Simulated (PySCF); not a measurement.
Fractional electron number in Sr (strontium, neutral)

The 5s beta orbital of [Kr] 5s2 is emptied in steps (occupation f), with all orbitals relaxed, ending at [Kr] 5s1. All numbers are calculated (PySCF 2.14, the spin-free X2C one-electron Hamiltonian (Gaussian nucleus), in x2c-TZVPall (8s6p6d1f, 63 functions)). The exact energy is a straight line in f; departures are measured from the line between the end points of the same method.

| f | UHF (eV) | LDA (eV) | PBE (eV) | PBE0 (eV) | r2SCAN (eV) | LC-wPBE (eV) | BHandHLYP (eV) | MN15 (eV) | CAM-B3LYP (eV) |
| --- | --- | --- | --- | --- | --- | --- | --- | --- | --- |
| 1 | 0.000 | 0.000 | 0.000 | 0.000 | 0.000 | 0.000 | 0.000 | 0.000 | 0.000 |
| 0.8 | 0.028 | -0.361 | -0.353 | -0.254 | -0.293 | 0.023 | -0.189 | -0.233 | -0.143 |
| 0.6 | 0.038 | -0.543 | -0.533 | -0.382 | -0.433 | 0.032 | -0.288 | -0.331 | -0.220 |
| 0.4 | 0.036 | -0.544 | -0.537 | -0.383 | -0.423 | 0.028 | -0.294 | -0.287 | -0.226 |
| 0.2 | 0.022 | -0.363 | -0.357 | -0.253 | -0.274 | 0.017 | -0.200 | -0.115 | -0.157 |
| 0 | 0.000 | 0.000 | 0.000 | 0.000 | 0.000 | 0.000 | 0.000 | 0.000 | 0.000 |

**Question.** For UHF, how does the orbital energy at f = 1 compare with the removal energy?

**Answer.** −ε = 4.932 eV against a total-energy difference of 4.746 eV. By Janak's theorem ε = ∂E/∂f, so the gap between them reflects the curvature. Along the path −ε is 4.839 (f = 0.8), 4.764 (f = 0.6), 4.704 (f = 0.4), 4.655 (f = 0.2) eV.

```tsv
method	E(f=0) − E(f=1) (eV)	−ε at f=1 (eV)	−ε at f=0.4 (eV)
UHF	4.746	4.932	4.704
LDA	5.882	3.640	6.332
PBE	5.710	3.522	6.144
PBE0	5.622	4.045	5.941
r2SCAN	5.428	3.573	5.842
LC-wPBE	5.434	5.587	5.392
BHandHLYP	5.576	4.415	5.790
MN15	6.010	4.524	6.586
CAM-B3LYP	5.701	4.827	5.853
```

As f goes to zero the orbital energy of a semilocal functional can turn back, because the density of that orbital vanishes from the exchange-correlation potential.

Reference removal energy between the ground levels: 5.695 eV (measured; NIST Atomic Spectra Database, ionization energies). UHF lacks correlation.
